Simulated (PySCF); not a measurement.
# Cd²⁺ (cadmium, charge +2) across methods

[Kr] 4d9 5s1, high-spin 3D determinant (an excited configuration). Calculation: PySCF 2.14, in aug-cc-pwCVDZ-PP with ECP28MDF; scalar relativity through the core potential. The B2PLYP total includes its PT2 part (frozen core); its orbital energies are those of the SCF part.

```csv
method,E (hartree),mean ε 4d α (eV),mean ε 4d β (eV),mean ε 5s α (eV),Σ⟨r²⟩ (bohr²),⟨S²⟩
LDA,-166.0934,-35.414,-34.269,-24.169,30.56,2.000
PBE,-166.4154,-35.236,-34.092,-23.766,30.47,2.000
wB97X,-166.4407,-40.027,-38.987,-26.510,30.38,2.000
UHF,-165.63548,-43.829,-42.327,-26.244,30.46,2.002
r2SCAN,-166.4688,-35.807,-34.489,-24.014,30.33,2.001
PBE0,-166.4151,-37.653,-36.432,-24.549,30.39,2.001
TPSSh,-166.3596,-36.201,-35.026,-23.911,30.43,2.001
BHandHLYP,-166.3471,-39.912,-38.691,-25.315,30.40,2.001
```

Q: Estimate the same row for B2PLYP.

A: E (hartree) = -166.2593; mean ε 4d α (eV) = -39.930; mean ε 4d β (eV) = -38.659; mean ε 5s α (eV) = -25.251; Σ⟨r²⟩ (bohr²) = 30.43; ⟨S²⟩ = 2.001.

Energies and moments cover only the electrons outside the core potential.
